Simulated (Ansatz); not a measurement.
Ansatz (a program for electronic structure) input for GeHO, SMILES [OH+]=[Ge] (connectivity only; charge and spin as stated), charge +1, multiplicity 1, PBE0-D3(BJ)/def2-TZVP. 

Ansatz 0.2 input:
```yaml
crystal:
  periodic: [false, false, false]
  atoms:
    - {symbol: O, position_ang: [0.00000000, 0.00000000, -1.24787200]}
    - {symbol: Ge, position_ang: [0.00000000, 0.00000000, 0.38151711]}
    - {symbol: H, position_ang: [0.00000000, 0.00000000, -2.22557166]}
basis:
  gaussian:
    orbitals: def2-TZVP
hamiltonian:
  xc: pbe0
  dispersion: d3bj
total_charge: 1
relax: {f_tol: 0.002, max_steps: 200}
```

Output:

```
WARN ansatz: RAYON_NUM_THREADS=1 ignored (pool sized by the plan → 1); use --threads N
Functional definition: PBE0
integrals: 0.02 GiB planned
596 factors; their error is unknown
mean field: 0.21 GiB planned
mean field evaluation 1: about -58545.5531 eV, gradient 1.1e2 eV
mean field evaluation 2: about -58410.3296 eV, gradient 2.1e2 eV
mean field evaluation 4: about -58565.0327 eV, gradient 1.5e1 eV
mean field evaluation 8: about -58565.2848 eV, gradient 1.3e-1 eV
mean field evaluation 16: about -58565.5655 eV, gradient 1.1e-5 eV
mean field -58565.56549167 eV, -2152.2448346529 hartree, gradient 1.1e-5 eV, S^2 0.000000; 0 other end points of the search recorded, 0 dependent functions left out
the calculation of the forces begins
reference -58565.56551023 eV, -2152.2448353350 hartree; 20, 20 occupied and 65, 65 virtual orbitals, 596 factors
relax step   1: F+E_penalty+E_count = -58565.59144746 eV  Δ(F+E_penalty+E_count) = +0.000e0 eV  max|allowed force component| = 2.227e0 eV/Å  Δτ_max = 0.0000 Å  (28 SCF iters, accepted)
these checks for a lower state are left out or cut short: starts, cluster_reference, orbital_swaps, neighbouring_geometries, increment
integrals: 0.02 GiB planned
596 factors; their error is unknown
mean field: 0.21 GiB planned
mean field -58565.59185857 eV, -2152.2458036186 hartree, gradient 7.1e-6 eV, S^2 0.000000; 0 other end points of the search recorded, 0 dependent functions left out
the calculation of the forces begins
reference -58565.59187716 eV, -2152.2458043015 hartree; 20, 20 occupied and 65, 65 virtual orbitals, 596 factors
relax step   2: F+E_penalty+E_count = -58565.61779327 eV  Δ(F+E_penalty+E_count) = -2.635e-2 eV  max|allowed force component| = 7.928e-1 eV/Å  Δτ_max = 0.0103 Å  (29 SCF iters, accepted)
these checks for a lower state are left out or cut short: starts, cluster_reference, orbital_swaps, neighbouring_geometries, increment
integrals: 0.02 GiB planned
596 factors; their error is unknown
mean field: 0.21 GiB planned
mean field evaluation 32: about -58565.5967 eV, gradient 7.2e-6 eV
mean field -58565.59668731 eV, -2152.2459810716 hartree, gradient 7.1e-6 eV, S^2 0.000000; 0 other end points of the search recorded, 0 dependent functions left out
the calculation of the forces begins
reference -58565.59670592 eV, -2152.2459817552 hartree; 20, 20 occupied and 65, 65 virtual orbitals, 596 factors
relax step   3: F+E_penalty+E_count = -58565.62260283 eV  Δ(F+E_penalty+E_count) = -4.810e-3 eV  max|allowed force component| = 3.552e-2 eV/Å  Δτ_max = 0.0081 Å  (30 SCF iters, accepted)
these checks for a lower state are left out or cut short: starts, cluster_reference, orbital_swaps, neighbouring_geometries, increment
integrals: 0.02 GiB planned
596 factors; their error is unknown
mean field: 0.21 GiB planned
mean field -58565.59670511 eV, -2152.2459817255 hartree, gradient 7.1e-6 eV, S^2 0.000000; 0 other end points of the search recorded, 0 dependent functions left out
the calculation of the forces begins
reference -58565.59672371 eV, -2152.2459824092 hartree; 20, 20 occupied and 65, 65 virtual orbitals, 596 factors
relax step   4: F+E_penalty+E_count = -58565.62261889 eV  Δ(F+E_penalty+E_count) = -1.605e-5 eV  max|allowed force component| = 5.790e-4 eV/Å  Δτ_max = 0.0006 Å  (30 SCF iters, accepted)
integrals: 0.02 GiB planned
596 factors; their error is unknown
mean field: 0.21 GiB planned
mean field -58565.59670511 eV, -2152.2459817255 hartree, gradient 2.7e-5 eV, S^2 0.000000; 1 other end points of the search recorded, 0 dependent functions left out
the calculation of the forces begins
reference -58565.59672371 eV, -2152.2459824092 hartree; 20, 20 occupied and 65, 65 virtual orbitals, 596 factors
Total energy: -58565.62263749 eV, -2152.2469347230 hartree
Atom 0 at     0.000000    -0.000000    -1.263860 Å, force    -0.000000     0.000000    -0.000466 eV/Å
Atom 1 at    -0.000000     0.000000     0.400485 Å, force     0.000000    -0.000000     0.000579 eV/Å
Atom 2 at    -0.000000     0.000000    -2.228551 Å, force    -0.000000    -0.000000    -0.000113 eV/Å
Dipole moment:    -0.000000    -0.000000    -0.073344 e Å
```

Self-consistency was reached.
